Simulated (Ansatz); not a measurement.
Basis sets compared for the cluster Na₈⁺. Total charge 1; doublet. Geometry r2SCAN/def2-SVP. Ansatz on 4 threads of Arm Neoverse N1 on a shared host; times are rough, and most runs start from earlier orbitals.

```xyz
8

Na   -1.9207   -0.9263    0.1074
Na   -0.5819   -2.5541   -2.9694
Na   -0.6148   -1.8075    3.4900
Na    1.2869   -2.3323    0.2836
Na    2.0328    3.4601   -0.3885
Na   -1.6333    2.7314   -0.3725
Na    0.6868    0.9375    1.7928
Na    0.7443    0.4912   -1.9435
```

Another isomer (doublet) lies 0.09 eV lower at PBE0/def2-TZVP; other spin states weren't run for this one.

```csv
level,functions,energy (Eh),HOMO (eV),LUMO (eV),wall time
PBE/def2-SVP,120,-1296.8539,-5.65,-5.15,9 s
PBE0/def2-SVP,120,-1296.9687,-6.05,-4.62,18 s
```

(1) Estimate the rows for PBE/def2-TZVP (with forces), PBE0/def2-TZVP.

Answers

(1) 
```json
{"level": "PBE/def2-TZVP (with forces)", "functions": "256", "energy (Eh)": "-1297.3311", "HOMO (eV)": "-5.69", "LUMO (eV)": "-5.18", "wall time": "19 s"}
{"level": "PBE0/def2-TZVP", "functions": "256", "energy (Eh)": "-1297.4411", "HOMO (eV)": "-6.09", "LUMO (eV)": "-4.63", "wall time": "49 s"}
```
